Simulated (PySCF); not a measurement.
This PySCF input asks for the NMR shieldings of SMILES [SiH3]N[c-]1cccc1, [C$_{5}$H$_{8}$NSi]-; the geometry comes from GFN2-xTB.

```python
import basis_set_exchange as bse
import numpy as np
from pyscf import gto, dft
from pyscf.prop import nmr

atoms = """
Si   -2.537001   -0.039851    0.365610
N    -1.172902   -0.543661   -0.496136
C     0.185305   -0.189540   -0.259179
C     1.248272   -0.519232   -1.099089
C     2.413984   -0.012957   -0.520386
C     2.065495    0.625717    0.666124
C     0.682537    0.520426    0.830009
H    -2.836922    1.412921    0.431931
H    -3.681564   -0.673026   -0.325231
H    -2.519607   -0.500650    1.768541
H    -1.283085   -0.937857   -1.419026
H     1.174593   -1.070487   -2.030690
H     3.414433   -0.101351   -0.929097
H     2.748388    1.121546    1.347007
H     0.093661    0.915992    1.647700
"""
names = dict.fromkeys(["Si", "N", "C", "H"], "pcSseg-1")
basis = {el: gto.basis.parse(bse.get_basis(n, elements=[el], fmt="nwchem")) for el, n in names.items()}
mol = gto.M(atom=atoms, basis=basis, charge=-1, verbose=0)
mf = dft.RKS(mol, xc="PBE0")
mf.grids.level = 2
mf.grids.alignment = dft.numint.BLKSIZE   # the property module wants whole blocks of grid points
mf.conv_tol = 1e-9
mf.kernel()

calc = nmr.RKS(mf)   # GIAO
C = mf.mo_coeff
Co = C[:, mf.mo_occ > 0]
resp = mf.gen_response(singlet=True, hermi=2)
def vind(x):   # induced exchange potential for any number of trial vectors
    d = np.einsum("pi,xij,qj->xpq", C, 2 * x.reshape(-1, C.shape[1], Co.shape[1]), Co, optimize=True)
    return np.einsum("xpq,pi,qj->xij", resp(d - d.transpose(0, 2, 1)), C, Co, optimize=True).ravel()
mo1, _ = nmr.rhf.solve_mo1(calc, with_cphf=vind)
sigma = calc.kernel(mo1)
for i, s in enumerate(sigma):   # ppm
    w = np.linalg.eigvalsh((s + s.T) / 2)
    print("%2d %-2s iso %8.1f  s11 %8.1f  s22 %8.1f  s33 %8.1f" % (i, mol.atom_pure_symbol(i), w.mean(), *w))
```

**Question.** What are the results?

**Answer.** 
```
 0 Si iso    432.5  s11    376.7  s22    408.1  s33    512.7
 1 N  iso    226.3  s11    177.2  s22    198.4  s33    303.3
 2 C  iso     59.0  s11     -4.0  s22     52.7  s33    128.3
 3 C  iso     96.7  s11     34.8  s22    110.9  s33    144.3
 4 C  iso     88.8  s11     11.5  s22     95.9  s33    159.0
 5 C  iso     88.1  s11     13.8  s22     93.5  s33    156.9
 6 C  iso    102.4  s11     38.3  s22    107.3  s33    161.6
 7 H  iso     26.6  s11     23.1  s22     24.4  s33     32.4
 8 H  iso     27.3  s11     23.8  s22     26.0  s33     32.2
 9 H  iso     26.6  s11     23.5  s22     24.4  s33     32.0
10 H  iso     29.6  s11     19.4  s22     31.1  s33     38.2
11 H  iso     26.6  s11     24.1  s22     27.5  s33     28.3
12 H  iso     26.4  s11     23.9  s22     26.0  s33     29.5
13 H  iso     26.5  s11     24.0  s22     26.1  s33     29.4
14 H  iso     26.5  s11     23.7  s22     27.5  s33     28.2
```

These numbers come from an equivalent density-fitted implementation of the same equations, which agrees with the script to about 0.01 ppm for H and up to a few tenths of a ppm for heavy atoms, so last digits may differ.

**Question.** Turn these shieldings into chemical shifts. References, each an isolated molecule treated in the same way: TMS for $^{29}$Si (σref 349.16) and $^{13}$C (σref 186.93) and $^{1}$H (σref 31.72); $^{15}$N (σref 267.73) vs NH3.

**Answer.** Averaging equivalent atoms: Si 0: -83.3; N 1: 41.5; C 2: 127.9; C 4/5: 98.5; C 3/6: 87.4; H 12/13: 5.25; H 11/14: 5.16; H 7/8/9: 4.86; H 10: 2.13 ppm. Experimental scales use liquid or dissolved standards, which lie at an offset from isolated NH3 (liquid NH3: subtract about 20 ppm).

Size and cost of the density-fitted run: 166 basis functions, 41 s wall time on 1 thread of an Intel Xeon, shared host; peak memory 0.82 GiB.
